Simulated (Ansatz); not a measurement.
Isolated molecules relaxed with PBE0-D4/def2-TZVP in Ansatz; ΔE leaves out vibrations. CBS: MP2 limit from def2 TZ/QZ plus the TZ coupled-cluster correction, frozen cores. This one scheme is used for every species. Functionals use def2-TZVPP. B3LYP here is the variant with VWN-RPA as its local correlation; programs differ in this. HSE06 is defined as in plane-wave codes. Elements past krypton have def2 core potentials. For In outer-core shells are correlated without core-valence functions, which leaves a few kJ/mol of doubt a bond. One conformer a species, not always the lowest.

Consider the ligand exchange at the In–Cl bond: `[SiH3][O][InH][Cl]` + silanol → `[SiH3][O][InH][O][SiH3]` + HCl.

`[SiH3][O][InH][Cl]`:

Z-matrix (Å, degrees):
```
Si
O 1 1.634
H 1 1.490 2 111.5
H 1 1.490 2 111.5 3 120.8
H 1 1.487 2 108.4 3 -119.6
In 2 1.965 1 135.9 3 -60.5
Cl 6 2.320 2 109.8 1 -0.1
H 6 1.687 2 124.0 1 179.8
```

`O[SiH3]`:

Z-matrix (Å, degrees):
```
Si
O 1 1.648
H 1 1.489 2 111.7
H 1 1.489 2 111.7 3 120.9
H 1 1.481 2 105.9 3 -119.6
H 2 0.957 1 117.9 3 -60.5
```

`[SiH3][O][InH][O][SiH3]`:

Cartesian coordinates in Å:
```
Si -1.401 -1.592 -0.134
O -1.555 -0.411 0.978
In -0.559 1.141 1.666
O 1.038 1.468 0.561
Si 1.721 0.939 -0.820
H -1.942 -1.162 -1.453
H -2.157 -2.791 0.321
H 0.026 -1.983 -0.325
H -1.007 2.057 3.004
H 2.522 2.040 -1.421
H 2.622 -0.219 -0.565
H 0.692 0.513 -1.812
```

HCl:

```xyz
2

Cl   -0.595    0.056    0.228
H     0.595   -0.056   -0.228
```

| level | ΔE (kJ/mol) | difference from CCSD(T)/CBS |
| --- | --- | --- |
| BLYP-D4 | 64.7 | 0.3 |
| B3LYP-D4 | 68.5 | 4.1 |
| r2SCANh-D4 | 73.5 | 9.1 |
| ωB97X-V | 69.3 | 4.9 |
| B2PLYP | 70.9 | 6.5 |
| PBE-QIDH | 74.1 | 9.7 |
| PBE | 75.8 | 11.4 |
| B3LYP | 76.7 | 12.3 |
| r2SCANh | 75.3 | 10.9 |
| HSE06 | 79.6 | 15.2 |
| BHLYP | 78.9 | 14.5 |
| CAM-B3LYP | 72.2 | 7.8 |
| LC-ωPBE | 71.5 | 7.1 |
| RPA@PBE/def2-TZVPP | 58.9 | -5.5 |
| CCSD(T)/def2-SVP | 60.8 | -3.6 |
| MP2/def2-QZVPP | 65.4 | 1.0 |
| CCSD(T)/CBS | 64.4 | 0 |

Largest T1 diagnostic among the species: 0.015.

From r2SCAN to r2SCAN0 (25 % exact exchange), in def2-TZVPP and without D4, ΔE moves by +3.7 kJ/mol. In def2-TZVPP, CCSD(T) changes the Hartree–Fock value by −20.9 kJ/mol (the triples alone add −2.5 kJ/mol) and MP2 by −18.9 kJ/mol. The D4 term adds −8.2 kJ/mol with B3LYP and −4.9 kJ/mol with PBE0; it sums over pairs of atoms, weighted by their polarisabilities, and B3LYP, whose exchange is more repulsive, gets the larger term.

CCSD(T)/CBS has its own doubt, a few kJ/mol and more with outer-core shells, so smaller differences from it don't rank the levels.
